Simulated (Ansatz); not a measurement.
`CO[SiH]([SiH3])S` → `[SiH3]S` + `CO[SiH]` at 298.15 K and 1 bar (silylene formation by 1,1-elimination).

Isolated molecules relaxed with PBE0-D4/def2-TZVP in Ansatz; ΔE leaves out vibrations. CCSD(T)/CBS adds triple-zeta CCSD(T) − MP2 to the extrapolated MP2 energy (def2 sets, frozen cores). One conformer a species, not always the lowest.

```json
{"species": "`CO[SiH]([SiH3])S`", "CCSD(T)/CBS energy (Eh)": "-1094.02757", "H − E (kJ/mol)": "253.9", "S (J/(mol·K))": "401.1"}
{"species": "`[SiH3]S`", "CCSD(T)/CBS energy (Eh)": "-689.27336", "H − E (kJ/mol)": "102.7", "S (J/(mol·K))": "272.7"}
{"species": "`CO[SiH]`", "CCSD(T)/CBS energy (Eh)": "-404.67988", "H − E (kJ/mol)": "143.4", "S (J/(mol·K))": "279.5"}
```

H − E and S are ideal-gas, rigid-rotor, harmonic terms from PBE0-D4/def2-TZVP, for one conformer and one mirror image of each species. 1 Eh = 2625.50 kJ/mol, R = 8.31446 J/(mol·K).

Question: By hand: ΔE, ΔH, ΔS and ΔG.

Answer: ΔE = (-689.27336) + (-404.67988) − (-1094.02757) = 0.07433 Eh = 195.2 kJ/mol. Δ(H − E) = 102.7 + 143.4 − 253.9 = -7.8, so ΔH = 187.4 kJ/mol. ΔS = 272.7 + 279.5 − 401.1 = 151.1 J/(mol·K). ΔG = 187.4 − 298.15 × (151.1)/1000 = 142.3 kJ/mol.

Question: By hand: the equilibrium constant, and the temperature at which ΔG would vanish if ΔH and ΔS stayed fixed.

Answer: log₁₀ K = −ΔG/(RT ln 10) = -24.9. ΔG = 0 at ΔH/ΔS = 1240 K.

The number of gas molecules changes by +1, which sets the sign of ΔS. A doubt of 5 kJ/mol in ΔE shifts log₁₀ K by 0.9 here. Other conformers and mirror images would add mixing entropy, several J/(mol·K) or more a flexible species. These are equilibria of isolated gas molecules and say nothing of rates. Largest T1 diagnostic: 0.015 (customary marks: 0.02 for closed shells, 0.045 for open ones).
